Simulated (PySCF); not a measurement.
Planning a shielding job on `BC1=CS[C@@H]2CC[C@H]1[C@@H]2B`.

Method: GIAO PBE0/pcSseg-1 NMR shielding, non-relativistic, gas phase (PySCF 2.14.0, density-fitted response routines). Geometry: GFN2-xTB. Work: shieldings, ring-centre shieldings, charges and field gradients, density and orbital grids written, density fitting. The input is one job of a driver script: a line of settings, then coordinates in Å.

Command:
```bash
OMP_NUM_THREADS=1 python probes_run.py task.json out
```

Input:
```
{"job": {"kind": "nmr", "xc": "PBE0", "basis": "pcSseg-1"}, "charge": 0, "multiplicity": 1}
B      1.521519     0.858989     2.248178
C      0.946600     0.220517     0.983699
C      1.714379    -0.608847     0.244309
S      1.302101    -1.383867    -1.244252
C     -0.390421    -0.714283    -1.486174
C     -0.326766     0.753714    -1.909347
C     -0.465872     1.562998    -0.605051
C     -0.467103     0.519036     0.525512
C     -1.099479    -0.719907    -0.133449
B     -1.089076    -2.064121     0.681458
H      2.607847     0.594944     2.594010
H      0.883066     1.624647     2.861711
H      2.719703    -0.858362     0.547562
H     -0.845111    -1.363089    -2.234335
H     -1.143223     0.979009    -2.598087
H      0.608910     0.971761    -2.424233
H      0.347972     2.276702    -0.478675
H     -1.404540     2.119483    -0.602353
H     -1.049490     0.863909     1.380793
H     -2.160219    -0.487644    -0.318877
H     -1.189738    -2.037491     1.845106
H     -1.031471    -3.088712     0.121647
```

Hardware: one thread of an Arm Neoverse N1 (shared host). PySCF's memory limit was set to 1040 MB.

How large is the basis?

237 functions for 80 electrons, with 1238 fitting functions; the fitted three-index integrals, 1238 × 237 × 238/2 numbers of 8 bytes, come to 270 MiB.

Question: Which is nearest to the wall time?
A. 19 min
B. 2.4 h
C. 2.4 min

Answer: C. The run took 2.4 min. The SCF took 14 cycles.

Estimate the peak memory.

About 1.1 GiB. Peak memory is the resident size of the whole Python process, interpreter and libraries included.

The SCF part of the output:
```
coarse grid: 18840 points
cycle   1  E = -721.0841286737  dE =  1.371e+00  |g| = 4.265e-01  |ddm| = 4.365e+00
cycle   2  E = -721.0324538899  dE =  5.167e-02  |g| = 6.103e-01  |ddm| = 1.153e+00
cycle   3  E = -721.1358649841  dE = -1.034e-01  |g| = 1.228e-01  |ddm| = 8.357e-01
cycle   4  E = -721.1396634363  dE = -3.798e-03  |g| = 4.163e-02  |ddm| = 1.706e-01
cycle   5  E = -721.1400505421  dE = -3.871e-04  |g| = 1.324e-02  |ddm| = 5.316e-02
cycle   6  E = -721.1400924696  dE = -4.193e-05  |g| = 4.239e-03  |ddm| = 1.959e-02
cycle   7  E = -721.1400967528  dE = -4.283e-06  |g| = 9.117e-04  |ddm| = 4.197e-03
final grid: 177088 points
cycle   8  E = -721.2021411268  dE = -5.814e-05  |g| = 9.915e-03  |ddm| = 4.760e-02
cycle   9  E = -721.2021101014  dE =  3.103e-05  |g| = 1.475e-02  |ddm| = 2.692e-02
cycle  10  E = -721.2021667314  dE = -5.663e-05  |g| = 1.386e-03  |ddm| = 1.845e-02
cycle  11  E = -721.2021671922  dE = -4.608e-07  |g| = 5.306e-04  |ddm| = 2.117e-03
cycle  12  E = -721.2021672602  dE = -6.799e-08  |g| = 1.384e-04  |ddm| = 6.419e-04
cycle  13  E = -721.2021672649  dE = -4.744e-09  |g| = 5.174e-05  |ddm| = 1.880e-04
cycle  14  E = -721.2021672656  dE = -7.226e-10  |g| = 1.035e-05  |ddm| = 6.294e-05
converged SCF energy = -721.2021672656
```

On the final grid dE counts from the start density on that grid.

Times come from a shared host and carry two figures at best.
